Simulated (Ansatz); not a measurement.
Correlation energies of F2H4OSi2, SMILES `O[SiH](F)[SiH2]F` by basis set

Z-matrix (Å, degrees):
```
Si
F 1 1.601
Si 1 2.358 2 107.8
O 1 1.634 2 110.8 3 -119.8
H 1 1.480 2 107.1 3 124.8
F 3 1.612 1 106.0 2 -87.3
H 3 1.485 1 114.0 2 31.5
H 3 1.487 1 111.6 2 155.7
H 4 0.959 1 118.4 2 77.2
```

The species carries charge 0 and has multiplicity 1. The structure was optimised at the PBE0-D4/def2-TZVP level. It is one conformer, not always the lowest. Frozen core, restricted reference, Ansatz. CBS rows extrapolate triple and quadruple zeta; past MP2 they add the triple-zeta difference.

| basis | HF (Eh) | MP2 corr. | CCSD corr. | (T) | CCSD(T) total |
| --- | --- | --- | --- | --- | --- |
| def2-SVP | -853.68421 | -0.74392 | -0.78076 | -0.01409 | -854.47906 |
| def2-TZVPP | -854.26594 | -0.97636 | -1.00653 | -0.03102 | -855.30349 |
| def2-QZVPP | -854.29813 | -1.06493 | – | – | – |
| CBS(def2) | -854.30256 | -1.13053 | -1.16070 | as TZ | -855.49428 |
